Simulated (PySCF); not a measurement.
Method: PBE/[Tc def2-SVP with ECP28, N def2-SVP, I def2-SVP with ECP28], scalar-relativistic core potentials, density fitting, no spin–orbit coupling, PySCF. Open shells, if any, are unrestricted.

Question: What spin state, shape and geometry does isolated ITcN take (every ligand bound to Tc)?

Answer: Formally Tc is in oxidation state +4, d3, with 1 unpaired electron (the high-spin count would be 3). The Mulliken spin on Tc is 1.13. The polar-tensor charge on Tc, 0.93, is far below the formal one. The lowest minimum found is a doublet of Cs symmetry with Tc–I 2.619 Å, Tc–N 1.599 Å; I–Tc–N 116.7°. Its harmonic wavenumbers are 139 (a'), 232 (a'), 1172 (a') cm⁻¹ and its dipole moment is 3.32 D.

This need not be the most stable arrangement of these atoms. Other spin states or occupations of the open shell can lie lower. No spin–orbit coupling is included, which matters more the heavier the element.
